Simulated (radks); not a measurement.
Valence configurations of Ta2+ (all share [Xe]). Calculated with a radial shooting solver on a logarithmic mesh with Libxc functionals: scalar-relativistic Kohn-Sham, PBE, spin-polarised, spherical densities, point nucleus; open shells are filled with parallel spins first (spin-orbit coupling, left out, can overturn this in heavy ions). Energies are relative to 4f14 5d3; eigenvalues in eV for spin up.

| valence | E (eV) | moment (Bohr magnetons) | e(4f) | e(5d) | e(6p) | e(6s) |
|---|---|---|---|---|---|---|
| 4f14 5d3 | 0.000 | 3 | -40.219 | -19.180 | - | - |
| 4f13.5 5d3 6p0.5 | 14.802 | 4 | -46.987 | -21.638 | -14.020 | - |
| 4f13 5d3 6s1 | 25.484 | 5 | -52.606 | -23.040 | - | -21.119 |
| 4f14 5d2 6s1 | 0.403 | 3 | -43.228 | -21.088 | - | -20.390 |
| 4f14 5d2.5 6s0.5 | 0.126 | 3 | -41.701 | -20.126 | - | -19.727 |
| 4f14 5d1 6s2 | 2.784 | 1 | -46.439 | -22.675 | - | -21.058 |
| 4f14 5d1 6s1 6p1 | 8.206 | 3 | -47.816 | -24.087 | -15.639 | -22.455 |
| 4f13 5d2.5 6s0.5 6p1 | 33.510 | 5 | -55.690 | -25.201 | -15.557 | -22.558 |
| 4f13.5 5d2 6s0.5 6p1 | 19.697 | 4 | -50.893 | -24.178 | -15.362 | -22.196 |
| 4f13 5d3 6p1 | 32.277 | 5 | -54.025 | -24.167 | -15.062 | - |

NIST lists [Xe] 4f14 5d3 as the ground configuration; this level of theory agrees among the configurations tried. The energies are those of spherical high-spin densities, not of single terms.
